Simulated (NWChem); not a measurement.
Molecule: GeI2, singlet; SMILES [I][Ge][I]

Computed with NWChem. Low-valent species are run as closed-shell singlets; no triplet was tried in these runs. Coordinates come from a PBE0/def2-SVP optimisation. Not confirmed as a minimum by frequencies. def2 effective core potentials on I; no spin-orbit coupling. Ions are spin-unrestricted doublets at the neutral geometry; other ion states weren't tried.

For level PBE0/def2-SVP:

```
Quantity                               Result
-------------------------------------  ------
vertical ionisation energy, ΔSCF (eV)    9.17
−ε(HOMO) (eV)                            7.29
```

Task: Estimate the same quantities for level PBE/def2-SVP.

Result: The vertical ionisation energy, ΔSCF (eV) comes out as 8.93 and the −ε(HOMO) (eV) comes out as 6.27.
